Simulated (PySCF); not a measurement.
TiBr4, SMILES [Br][Ti]([Br])([Br])[Br], multiplicity 1. Atoms are numbered in the order given.

```xyz
5

Ti     0.0000     0.0000     0.0000
Br     1.3317     1.3317    -1.3317
Br    -1.3317     1.3317     1.3317
Br    -1.3317    -1.3317    -1.3317
Br     1.3317    -1.3317     1.3317
```
Charge 0, spin multiplicity 1.

Coordinates come from a PBE0-D3(BJ)/def2-SVP optimisation. The multiplicity is an assumed one; other spin states were not compared. The isomer is the one that the SMILES or the coordinates give; other isomers of the formula were not compared.

All values below come from B3LYP/def2-TZVP run with PySCF.

Symmetry labels are those of the subgroup D2 that the program uses (full group Td).

Question: List the valence orbital energies around the gap with their symmetry. (Estimate from the structure and the level; the computed values follow.)

Answer: 
```json
[
 {"orbital": "HOMO−7", "symmetry": "A", "energy (eV)": "-9.78"},
 {"orbital": "HOMO−6", "symmetry": "A", "energy (eV)": "-9.78"},
 {"orbital": "HOMO−5", "symmetry": "B1", "energy (eV)": "-9.47"},
 {"orbital": "HOMO−4", "symmetry": "B2", "energy (eV)": "-9.47"},
 {"orbital": "HOMO−3", "symmetry": "B3", "energy (eV)": "-9.47"},
 {"orbital": "HOMO−2", "symmetry": "B1", "energy (eV)": "-8.49"},
 {"orbital": "HOMO−1", "symmetry": "B2", "energy (eV)": "-8.49"},
 {"orbital": "HOMO", "symmetry": "B3", "energy (eV)": "-8.49"},
 {"orbital": "LUMO", "symmetry": "A", "energy (eV)": "-3.87"},
 {"orbital": "LUMO+1", "symmetry": "A", "energy (eV)": "-3.87"},
 {"orbital": "LUMO+2", "symmetry": "B1", "energy (eV)": "-3.27"},
 {"orbital": "LUMO+3", "symmetry": "B2", "energy (eV)": "-3.27"}
]
```
